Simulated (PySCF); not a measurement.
# A small calculation by hand: oscillator strength and radiative lifetime

germyloxygermane (Ge₂H₆O), SMILES [GeH3][O][GeH3].

Geometry: r2SCAN-D4/def2-SVP.

PySCF 2.14.0 with TDDFT-ωB97X/def2-SVPD puts the first singlet state with f over 0.02 at 7.97 eV (vertical), with the transition dipole (0.000, -0.570, 0.000) in atomic units.

Task: Find the oscillator strength, the wavelength and the radiative lifetime that this transition would have in vacuum if emission retraced absorption.

Result: 
|μ|² = 0.3249 au, so |μ| = 1.45 D. ΔE = 7.97/27.211 = 0.2929 hartree. f = (2/3) ΔE |μ|² = 0.063 (the program prints 0.063).
λ = 1239.84/7.97 = 156 nm; ν = 64282 cm⁻¹.
Einstein's coefficient A = 0.6670 ν² f s⁻¹ (ν in cm⁻¹) = 1.7e8 s⁻¹, so τ = 1/A = 5.7 ns. This state is S3; the lower singlets have f = 0.003, 0.005. The figure is the radiative limit of this one transition; relaxation, internal conversion, crossing to triplets and a medium change what is measured.
